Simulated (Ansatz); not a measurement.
`[CH3][GeH2][CH2]O` + H₂ → `[CH3][GeH3]` + CH₃OH  (hydrogenolysis of a Ge–C bond)

Calculated with Ansatz (gas phase, PBE0-D4/def2-TZVP geometries, no zero-point term in ΔE). CCSD(T)/CBS is the MP2 limit (def2-TZVPP, def2-QZVPP) plus CCSD(T) − MP2 in def2-TZVPP, frozen cores. This one scheme is used for every species. DFT in def2-TZVPP. B3LYP here is the variant with VWN-RPA as its local correlation; programs differ in this. HSE06 is defined as in plane-wave codes. For Ge outer-core shells are correlated without core-valence functions, which leaves a few kJ/mol of doubt a bond. Scalar relativity is left out up to krypton. Each species was taken in one conformer, which may not be the lowest.

| level | ΔE (kJ/mol) | difference from CCSD(T)/CBS |
| --- | --- | --- |
| LDA (SPW92) | -43.1 | 2.5 |
| PBE-D4 | -42.0 | 3.6 |
| revPBE-D4 | -38.1 | 7.5 |
| BLYP-D4 | -42.0 | 3.6 |
| r2SCAN-D4 | -45.0 | 0.6 |
| B97M-V | -57.2 | -11.6 |
| PBE0-D4 | -48.7 | -3.1 |
| B3LYP-D4 | -48.5 | -2.9 |
| r2SCANh-D4 | -47.1 | -1.5 |
| r2SCAN0-D4 | -50.1 | -4.5 |
| BHLYP-D4 | -56.0 | -10.4 |
| CAM-B3LYP-D4 | -53.0 | -7.4 |
| ωB97X-V | -49.4 | -3.8 |
| ωB97M-V | -47.6 | -2.0 |
| B2PLYP | -52.8 | -7.2 |
| PBE-QIDH | -51.1 | -5.5 |
| PBE | -48.4 | -2.8 |
| BLYP | -54.9 | -9.3 |
| r2SCAN | -46.8 | -1.2 |
| PBE0 | -54.4 | -8.8 |
| B3LYP | -58.7 | -13.1 |
| r2SCANh | -49.1 | -3.5 |
| HSE06 | -54.2 | -8.6 |
| BHLYP | -64.7 | -19.1 |
| CAM-B3LYP | -58.9 | -13.3 |
| LC-ωPBE | -55.4 | -9.8 |
| RPA@PBE/def2-TZVPP | -46.4 | -0.8 |
| HF/def2-SVP | -82.9 | -37.3 |
| MP2/def2-SVP | -53.4 | -7.8 |
| CCSD/def2-SVP | -62.9 | -17.3 |
| CCSD(T)/def2-SVP | -58.7 | -13.1 |
| HF/def2-TZVPP | -77.9 | -32.3 |
| MP2/def2-TZVPP | -41.0 | 4.6 |
| SCS-MP2/def2-TZVPP | -47.7 | -2.1 |
| CCSD/def2-TZVPP | -51.9 | -6.3 |
| HF/def2-QZVPP | -78.9 | -33.3 |
| MP2/def2-QZVPP | -41.0 | 4.6 |
| HF/CBS(def2) | -79.1 | -33.5 |
| MP2/CBS(def2) | -40.3 | 5.3 |
| CCSD/CBS(def2) | -51.2 | -5.6 |
| CCSD(T)/CBS | -45.6 | 0 |

Largest T1 diagnostic among the species: 0.011.

The D4 term adds +10.2 kJ/mol with B3LYP and +5.7 kJ/mol with PBE0; it sums over pairs of atoms, weighted by their polarisabilities, and B3LYP, whose exchange is more repulsive, gets the larger term. From r2SCAN to r2SCAN0 (25 % exact exchange), in def2-TZVPP and without D4, ΔE moves by −5.5 kJ/mol. Leaving LDA and LC-ωPBE aside and taking each functional with its dispersion term where it has one, the values spread over 19.1 kJ/mol, from B97M-V to revPBE-D4. LDA lies +5.4 kJ/mol from PBE without D4.

CCSD(T)/CBS has its own doubt, a few kJ/mol and more with outer-core shells, so smaller differences from it don't rank the levels.
